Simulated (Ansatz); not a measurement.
## Molecular dynamics of Cd₁₂C

Input:

```yaml
accuracy: low
crystal:
  lattice:
    - [5.96, 0.0, 0.0]
    - [-4.47, 7.742267, 0.0]
    - [0.0, 0.0, 5.62028]
  atoms:
    - { symbol: Cd, position: [-0.01484096, -0.00542927, 0.00075147] }
    - { symbol: Cd, position: [0.16116792, 0.23210616, 0.49882866] }
    - { symbol: Cd, position: [0.00875232, 0.33789553, -0.0334369] }
    - { symbol: Cd, position: [0.15513917, 0.55572732, 0.45395298] }
    - { symbol: Cd, position: [0.00558082, 0.66265587, -0.01199484] }
    - { symbol: Cd, position: [0.16184335, 0.88598192, 0.53563649] }
    - { symbol: Cd, position: [0.50614653, -0.00976711, -0.00101794] }
    - { symbol: Cd, position: [0.68224164, 0.2278962, 0.49906852] }
    - { symbol: Cd, position: [0.50596793, 0.33801592, -0.03946867] }
    - { symbol: Cd, position: [0.662768, 0.56052033, 0.51523393] }
    - { symbol: Cd, position: [0.51297682, 0.66724228, 0.04785609] }
    - { symbol: Cd, position: [0.65884074, 0.88505615, 0.53439275] }
    - { symbol: C, position: [0.33578481, 0.1134556, 0.24695326] }
basis:
  ecutwfc: 420.0
kpoints:
  mp_grid: { grid: [3, 2, 3] }
hamiltonian:
  xc: pbesol
scf:
  occupations: { method: fermi_dirac, width: 0.1 }
  lower_state_search: "off"
md:
  timestep: 1
  n_steps: 180
  ensemble: nvt_nose_hoover
  temperature: 1500.0
  initial_velocities: maxwell_boltzmann
  seed: 551682
  nose_hoover: { tau: 200.0, chain_length: 5 }
```

Command:

```bash
$ ansatz run input.yaml --threads 4 --pin off --max-ram 10240MiB --backend cpu --events-out ev --progress --plain --runs-dir out
```

It starts from a partly relaxed structure (largest force component 0.06 eV/Å).

Output, in part (step lines):

```
md step     0: t =     0.00 fs  T =  1500.0 K  F+E_penalty+E_count = -98451.70846943 eV  E_kin = 2.326680 eV  conserved = -98449.38178945 eV  (9 SCF iters)
md step     1: t =     1.00 fs  T =  1498.4 K  F+E_penalty+E_count = -98451.70596773 eV  E_kin = 2.324181 eV  conserved = -98449.38178719 eV  (6 SCF iters)
md step     2: t =     2.00 fs  T =  1494.7 K  F+E_penalty+E_count = -98451.70030231 eV  E_kin = 2.318519 eV  conserved = -98449.38178301 eV  (6 SCF iters)
md step     3: t =     3.00 fs  T =  1489.1 K  F+E_penalty+E_count = -98451.69154043 eV  E_kin = 2.309764 eV  conserved = -98449.38177686 eV  (6 SCF iters)
md step     4: t =     4.00 fs  T =  1481.5 K  F+E_penalty+E_count = -98451.67978175 eV  E_kin = 2.298015 eV  conserved = -98449.38176886 eV  (6 SCF iters)
md step     5: t =     5.00 fs  T =  1472.1 K  F+E_penalty+E_count = -98451.66515642 eV  E_kin = 2.283402 eV  conserved = -98449.38175903 eV  (3 SCF iters)
md step     6: t =     6.00 fs  T =  1460.9 K  F+E_penalty+E_count = -98451.64782252 eV  E_kin = 2.266085 eV  conserved = -98449.38174758 eV  (3 SCF iters)
md step     7: t =     7.00 fs  T =  1448.1 K  F+E_penalty+E_count = -98451.62796325 eV  E_kin = 2.246246 eV  conserved = -98449.38173489 eV  (2 SCF iters)
[... lines left out ...]
md step   178: t =   178.00 fs  T =   859.9 K  F+E_penalty+E_count = -98450.27282012 eV  E_kin = 1.333882 eV  conserved = -98449.38133579 eV  (2 SCF iters)
md step   179: t =   179.00 fs  T =   869.0 K  F+E_penalty+E_count = -98450.28194102 eV  E_kin = 1.347930 eV  conserved = -98449.38136333 eV  (3 SCF iters)
md step   180: t =   180.00 fs  T =   880.4 K  F+E_penalty+E_count = -98450.29457955 eV  E_kin = 1.365552 eV  conserved = -98449.38139676 eV  (7 SCF iters)
```

The steps, from the saved trajectory:

```csv
time (fs),T (K),potential energy less start (eV),conserved less start (meV/atom)
0,1500,0.000,0.00
6,1461,0.061,0.00
12,1365,0.210,0.01
18,1242,0.400,0.02
24,1120,0.591,0.02
30,1001,0.777,0.01
36,873,0.979,0.01
42,728,1.206,0.02
48,595,1.417,0.02
54,509,1.553,0.02
60,469,1.620,0.02
66,439,1.670,0.01
72,417,1.711,0.02
78,440,1.681,0.03
84,522,1.561,0.01
90,604,1.445,0.00
96,622,1.431,0.00
102,602,1.475,0.03
108,650,1.416,0.03
114,778,1.236,0.00
120,872,1.114,0.00
126,914,1.075,0.02
132,962,1.028,0.01
138,1002,0.998,0.01
144,1021,1.000,0.02
150,1049,0.989,0.01
156,1064,1.001,0.00
162,1015,1.113,0.00
168,917,1.298,0.02
174,851,1.430,0.04
180,880,1.414,0.03
```

All steps were run. The conserved energy stayed within 0.038 meV per atom of its start (net change 0.03 meV per atom), so the integration is sound. The mean temperature of the second half is 42 % below the set value. A run of 0.18 ps of so small a system gives no equilibrium averages. Limits of this set-up: coarse k mesh, a small cell, in which the defect meets its images, low accuracy level.

Mean squared displacements from the first frame to the last, about the centre of mass: Cd 0.14 Å², C 0.18 Å².

Last frame:

```xyz
13
Lattice="5.9600 0.0000 0.0000 -4.4700 7.7423 0.0000 0.0000 0.0000 5.6203" Properties=species:S:1:pos:R:3
Cd -0.283 -0.008 0.663
Cd 0.263 1.765 2.876
Cd -1.434 2.451 -0.061
Cd -1.460 4.291 2.072
Cd -3.120 5.296 -0.208
Cd -3.068 6.731 2.874
Cd 2.829 0.005 -0.202
Cd 3.360 1.676 3.131
Cd 1.299 2.706 -0.131
Cd 1.313 4.317 2.764
Cd 0.070 5.325 -0.069
Cd 0.235 6.731 3.155
C 1.644 1.268 1.353
```

Time of the run: 18 min on 4 threads of Intel(R) Xeon(R) Platinum 8488C (Sapphire Rapids), with other jobs on the host, peak memory 1.5 GiB.
